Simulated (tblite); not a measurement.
Species: C₅H₁₄OP₂.
Cartesian coordinates in Å at the GFN2-xTB level; atoms count from 1:
```xyz
22
C5H14OP2 angstrom
C      2.2412   -0.8193    0.8443
C      1.7972   -0.4679   -0.5632
P      0.2583    0.5479   -0.6230
C      0.7189    2.1585    0.1334
O     -0.2681    0.6890   -1.9947
P     -1.1681   -0.3802    0.8071
C     -1.4501   -1.8584   -0.2678
C     -2.5904    0.6399    0.2166
H      3.1012   -1.4862    0.8176
H      2.5186    0.0747    1.3972
H      1.4346   -1.3163    1.3822
H      1.5861   -1.3662   -1.1493
H      2.5613    0.1004   -1.1010
H      0.9230    2.0523    1.1942
H      1.5929    2.5490   -0.3843
H     -0.1118    2.8447   -0.0161
H     -0.6463   -2.5790   -0.1238
H     -1.4917   -1.5568   -1.3148
H     -2.3897   -2.3298    0.0179
H     -3.5199    0.1558    0.5135
H     -2.5519    1.6244    0.6805
H     -2.5557    0.7429   -0.8681
```

Calculated harmonic vibrations of the isolated species, GFN2-xTB (tblite), most abundant isotopes, no scaling. Against measured fundamentals such values can be off by several per cent, at times by over 20. One conformer, not necessarily the lowest.

Harmonic wavenumbers (cm⁻¹): 45.4, 65.2, 117.4, 119.4, 154.4, 163.7, 175.7, 193.5, 201.0, 211.5, 234.0, 270.0, 313.5, 325.9, 344.2, 458.8, 675.6, 712.5, 713.8, 742.1, 768.6, 826.7, 833.9, 842.3, 865.1, 903.1, 949.3, 968.0, 1004.1, 1084.4, 1204.2, 1217.4, 1256.6, 1303.3, 1314.1, 1317.9, 1407.1, 1424.0, 1430.8, 1436.5, 1441.0, 1444.4, 1448.1, 1456.6, 1488.4, 1495.4, 2937.2, 2954.4, 2979.9, 2984.4, 2997.4, 3003.2, 3003.9, 3008.9, 3010.7, 3012.6, 3016.6, 3022.6, 3037.1, 3043.0.

A = 1733, B = 1187, C = 994.7 MHz; mass 152.052 u (most abundant isotopes); point group C1, symmetry number 1.

Question: What is the zero-point energy?

Answer: ½Σν̃ = 39690 cm⁻¹ = 474.80 kJ/mol.

Question: Entropy at 298.15 K, 1 bar (ideal gas, RRHO, classical rotation)?

Answer: Translation 171.52, rotation 123.19, vibration 169.05: S = 463.7 J/(mol K).

Question: And Cp and H(298.15 K) − H(0)?

Answer: Cp = 195.98 J/(mol K), of which vibrations give 162.73 (their classical limit is 60 R = 498.9); H(298.15 K) − H(0) = 36.42 kJ/mol without the zero-point energy, 26.50 from vibrations.

Question: Blend soft modes into free rotors: weight 1/[1 + (100 cm⁻¹/ν̃)⁴] for the oscillator and the rest for a rotor with moment μB/(μ + B), μ = h/(8π²ν), B = 10⁻⁴⁴ kg m². What vibrational entropy results?

Answer: 158.62 J/(mol K) in place of 169.05, which changes −T·S at 298.15 K by +3.11 kJ/mol.

Question: Which modes carry the vibrational entropy at 298.15 K?

Answer: 45.4 cm⁻¹: 20.95; 65.2 cm⁻¹: 17.96; 117.4 cm⁻¹: 13.15; 119.4 cm⁻¹: 13.01; 154.4 cm⁻¹: 10.95; 163.7 cm⁻¹: 10.49 J/(mol K); the other 54 give 82.53 together.

Question: How do the functions run with temperature in this model?

Answer: 
```
T (K)  S (J/(mol K))  Cp (J/(mol K))  H − H(0) (kJ/mol)  G − H(0) (kJ/mol)  ln q(vib)
  100          306.9           102.9               6.36             -24.33       2.19
  200          394.8           152.7              19.32             -59.63       6.01
  300          465.0           196.8              36.78            -102.71       9.71
  500          585.1           276.7              84.49            -208.05      16.53
  800          734.1           357.4             180.56            -406.72      25.75
 1000          818.0           394.2             255.89            -562.10      31.32
```

q(vib) and H(0) count from the zero-point level.

Question: What must be added to the electronic energy to get the Gibbs energy at 298.15 K and 1 bar?

Answer: ZPE + [H(298.15 K) − H(0)] − T·S = 474.80 + 36.42 − 138.27 = 372.95 kJ/mol.

Hindered rotation and anharmonicity are outside this model. Other conformers, if any are populated, would add a mixing term that is left out. The structure is chiral; the term R ln 2 for an equal mix with its mirror image is left out.
